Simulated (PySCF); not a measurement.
## Bromine: a sound run and one with changed settings

Sound run: Br [Ar] 3d10 4s2 4p5, Br+ [Ar] 3d10 4s2 4p4. All numbers are calculated (PySCF 2.14, no relativity, point nucleus, in 6-31G* (5s4p3d, 32 functions)). In the sound run the correlated levels freeze [Ar] 3d10. The sound run starts from symmetry-adapted Hartree-Fock orbitals and uses a fine grid where one is needed.

Changed run: scalar relativity by spin-free X2C-1e. This setting is unsound on purpose.

| species | method | sound run (hartree) | changed run (hartree) | converged |
| --- | --- | --- | --- | --- |
| Br | UHF | -2572.08381 | -2596.76389 | yes |
| Br | PBE0 | -2573.50371 | -2598.18258 | yes |
| Br | BP86 | -2574.07402 | -2598.75191 | yes |
| Br | MP2 | -2572.17422 | -2596.85387 | yes |
| Br | CCSD(T) | -2572.18978 | -2596.86918 | yes |
| Br+ | UHF | -2571.68804 | -2596.36762 | yes |
| Br+ | PBE0 | -2573.06869 | -2597.74693 | yes |
| Br+ | BP86 | -2573.63422 | -2598.31156 | yes |
| Br+ | MP2 | -2571.75956 | -2596.43868 | yes |
| Br+ | CCSD(T) | -2571.77624 | -2596.45503 | yes |

Ionisation energy of Br:

| method | sound run (eV) | changed run (eV) |
| --- | --- | --- |
| UHF | 10.769 | 10.783 |
| PBE0 | 11.837 | 11.855 |
| BP86 | 11.968 | 11.983 |
| MP2 | 11.284 | 11.298 |
| SCS-MP2 | 11.261 | 11.275 |
| CCSD | 11.245 | 11.261 |
| CCSD(T) | 11.253 | 11.270 |

Most of the change in total energy is the relativistic energy itself. On top of that the contraction fixes the core shape for the Hamiltonian it was made with, so the changed run is not a good calculation with the other Hamiltonian either.

For comparison, NIST gives 11.814 eV between the lowest levels.
